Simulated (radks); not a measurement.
All-electron atom: the cadmium ion Cd2.5+ in [Kr] 4d8.5 5s1 (fractional occupations, a model configuration).

Method: scalar-relativistic Kohn-Sham, SCAN, spin-unpolarised, spherical densities, finite nucleus; meta-GGA in the generalised Kohn-Sham scheme; Fermi nuclear charge, rms radius 4.6087 fm; computed with a radial shooting solver on a logarithmic mesh with Libxc functionals.

Energy parts (eV):
total: -152209.678
kinetic: 158390.956
electron-nucleus: -366525.119
Hartree: 60118.610
exchange-correlation: -4194.125

Orbitals (lengths in bohr, moments of r in powers of bohr):
orbital  occ.  eigenvalue (eV)     <r^2>
1s          2        -26609.44  0.001250
2s          2        -3995.056   0.02041
2p          6        -3584.617   0.01611
3s          2        -778.3651    0.1461
3p          6        -642.5023    0.1476
3d         10        -430.8711    0.1332
4s          2        -141.8331    0.8676
4p          6        -101.4617     1.031
4d        8.5         -42.9272     1.669
5s          1         -28.4063     5.921

The highest occupied level is 5s at -28.406 eV. The density falls to 0.001 e/bohr^3 at r = 3.51 bohr. Summed over all electrons, <r^2> = 30.68 bohr^2, which gives a Langevin (diamagnetic) susceptibility term of -24.3 x 10^-6 cm^3/mol.

Run on one thread of a shared host, so times are rough (Arm Neoverse V2): 0.1 s of CPU time, 0.1 s wall, 14 iterations on 2232 mesh points.
